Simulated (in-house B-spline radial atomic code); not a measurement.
## B3LYP (VWN-RPA) excitations of O VII (O6+)

Method: B3LYP (VWN-RPA). Computed with an all-electron radial atomic-structure program (B-spline basis): linear response of the closed shell 1s2 with the functional's adiabatic kernel; non-relativistic, point nucleus, no spin-orbit coupling, no double excitations, S, P, D and F terms only.

Command:
```bash
python run_td.py task.json out
```
Settings (radii: box in bohr, nucleus in fm):
```
Z                        8
electrons                2
configuration            1s2
hamiltonian              nr
method                   b3lyp
box_radius               14.35
intervals                47
```

Run time, properties included: 0.1 s on 1 thread of Intel(R) Xeon(R) Platinum 8488C (Sapphire Rapids) (shared host).

The lowest states, in the order of their Tamm-Dancoff energies; the method's threshold (minus the highest occupied level) is 701.97 eV. Labels give the largest channel, * marks a mixed state, and oscillator strengths are full-response dipole values. Semilocal kernels can invert the small singlet-triplet splittings of Rydberg terms. Energies in eV:

```json
{"state": "1s → 2s 3S", "full response": "540.98", "Tamm-Dancoff": "541.02", "oscillator strength": "-"}
{"state": "1s → 2p 3P", "full response": "550.17", "Tamm-Dancoff": "550.22", "oscillator strength": "-"}
{"state": "1s → 2s 1S", "full response": "552.21", "Tamm-Dancoff": "552.33", "oscillator strength": "-"}
{"state": "1s → 2p 1P", "full response": "559.03", "Tamm-Dancoff": "559.07", "oscillator strength": "0.628"}
{"state": "1s → 3s 3S", "full response": "636.92", "Tamm-Dancoff": "636.93", "oscillator strength": "-"}
{"state": "1s → 3s 1S", "full response": "639.28", "Tamm-Dancoff": "639.31", "oscillator strength": "-"}
{"state": "1s → 3p 3P", "full response": "639.57", "Tamm-Dancoff": "639.58", "oscillator strength": "-"}
{"state": "1s → 3d 3D", "full response": "639.90", "Tamm-Dancoff": "639.90", "oscillator strength": "-"}
{"state": "1s → 3d 1D", "full response": "?", "Tamm-Dancoff": "?", "oscillator strength": "-"}
{"state": "1s → 3p 1P", "full response": "641.30", "Tamm-Dancoff": "641.30", "oscillator strength": "0.133"}
{"state": "1s → 4s 3S", "full response": "666.52", "Tamm-Dancoff": "666.53", "oscillator strength": "-"}
{"state": "1s → 4s 1S", "full response": "667.43", "Tamm-Dancoff": "667.45", "oscillator strength": "-"}
{"state": "1s → 4p 3P", "full response": "667.57", "Tamm-Dancoff": "667.57", "oscillator strength": "-"}
{"state": "1s → 4d 3D", "full response": "667.75", "Tamm-Dancoff": "667.75", "oscillator strength": "-"}
{"state": "1s → 4d 1D", "full response": "?", "Tamm-Dancoff": "?", "oscillator strength": "-"}
{"state": "1s → 4p 1P", "full response": "668.25", "Tamm-Dancoff": "668.25", "oscillator strength": "0.0506"}
{"state": "1s → 4f 3F", "full response": "668.87", "Tamm-Dancoff": "668.87", "oscillator strength": "-"}
{"state": "1s → 4f 1F", "full response": "668.91", "Tamm-Dancoff": "668.91", "oscillator strength": "-"}
```

Where does 1s → 3d 1D lie?

At 640.98 eV in full response, 640.99 eV in Tamm-Dancoff.

Where does 1s → 4d 1D lie?

At 668.22 eV in full response, 668.22 eV in Tamm-Dancoff.

How large is the singlet-triplet splitting of 1s → 2s (S terms) in Tamm-Dancoff?

11.3 eV, from the unrounded values.

What polarisabilities and dispersion coefficient does the method give?

Dipole 0.002705 bohr³, quadrupole 0.0001711 bohr⁵, C6 0.0001334 hartree·bohr⁶ for two such species.
